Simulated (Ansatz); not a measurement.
Basis sets compared for cyclo-(Me2SiS)3 (C₆H₁₈S₃Si₃). The state is a singlet with charge 0. Geometry PBE-D4/def2-SVP. Ansatz on 2 threads of AMD EPYC 7R13 on a shared host and a share (18 GiB) of an NVIDIA H100 80GB HBM3; times are rough, and most runs start from earlier orbitals.

Cartesian coordinates in Å:
```
Si -0.718 -1.810 0.635
C -2.301 -1.073 1.336
C -0.788 -3.689 0.586
S 0.961 -1.307 1.923
Si 1.598 0.614 1.125
C 2.834 0.347 -0.268
C 2.366 1.545 2.567
S -0.095 1.837 0.499
Si -0.697 0.947 -1.393
C -2.518 1.379 -1.595
C 0.305 1.632 -2.832
S -0.372 -1.204 -1.431
H -2.478 -1.494 2.348
H -3.169 -1.316 0.690
H -2.207 0.026 1.431
H -1.661 -4.028 -0.009
H 0.134 -4.105 0.133
H -0.883 -4.091 1.615
H 2.386 -0.274 -1.069
H 3.165 1.316 -0.693
H 3.719 -0.191 0.132
H 1.614 1.735 3.358
H 3.191 0.948 3.007
H 2.776 2.517 2.225
H -3.129 0.938 -0.784
H -2.891 0.993 -2.565
H -2.654 2.480 -1.577
H -0.030 1.170 -3.785
H 1.385 1.427 -2.705
H 0.161 2.729 -2.903
```

B3LYP takes the VWN-RPA correlation. Single mean-field runs in def2-TZVP are fitted with def2-universal-jkfit.

Binding counts from free atoms (Si triplet, C triplet, S triplet, H doublet) in the same basis, without a counterpoise term.

| level | functions | energy (Eh) | HOMO (eV) | LUMO (eV) | binding per atom (eV) | wall time |
| --- | --- | --- | --- | --- | --- | --- |
| PBE-D4/def2-SVP | 282 | -2300.7261 | -5.55 | -0.43 | 4.05 | 3.1 s |
| B3LYP-D4/6-31G | 168 | -2302.6369 | -6.60 | -0.10 | 3.77 | 4 s |
| PBE0-D4/def2-SVP | 282 | -2300.9709 | -6.78 | 0.43 | 4.02 | 3 s |

(1) Estimate the rows for PBE-D4/def2-TZVP (with forces), B3LYP-D4/def2-TZVP, PBE0-D4/def2-TZVP (with forces).

Results:

(1) 
```tsv
level	functions	energy (Eh)	HOMO (eV)	LUMO (eV)	binding per atom (eV)	wall time
PBE-D4/def2-TZVP (with forces)	516	-2301.7149	-5.68	-0.72	4.05	6 s
B3LYP-D4/def2-TZVP	516	-2303.1591	-6.62	-0.02	3.98	3.3 s
PBE0-D4/def2-TZVP (with forces)	516	-2301.9441	-6.85	0.17	4.01	7.5 s
```
